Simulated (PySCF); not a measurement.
C₂H₇AlS, SMILES [CH3][Al]([SH])[CH3]. Atoms are numbered in the order given.

```xyz
11

Al    -0.3317     0.2497    -0.0689
C     -2.1051    -0.5489    -0.2662
H     -2.0956    -1.6470    -0.1786
H     -2.5435    -0.2925    -1.2471
H     -2.7991    -0.1557     0.4978
C      0.0502     2.1690    -0.1690
H      0.7573     2.3923    -0.9871
H      0.5218     2.5319     0.7610
H     -0.8581     2.7700    -0.3397
S      1.3354    -1.1484     0.2904
H      2.2908    -0.1912     0.3543
```
Charge 0, spin multiplicity 1.

Geometry: B3LYP-D3(BJ)/def2-SVP. The geometry has at least one imaginary mode, so it is a saddle point at that level. Other conformers were not sampled.

Computed with PBE/pcSseg-1 (PySCF).

GIAO shieldings, no solvent; atoms listed in one row are averaged. δ = σ(ref) − σ: ¹³C against TMS (σ = 182.0 ppm); ¹H against TMS (σ = 31.49 ppm); ³³S against H2S (σ = 706.5 ppm), references at their B3LYP-D3(BJ)/def2-TZVP geometries, non-relativistic.

```
nucleus       atoms  count  δ (ppm)
-------  ----------  -----  -------
¹³C          C2, C6      2     -5.3
¹H              H11      1     1.51
¹H       H3, H4, H5      3     0.19
¹H       H7, H8, H9      3     0.08
³³S             S10      1     77.8
```
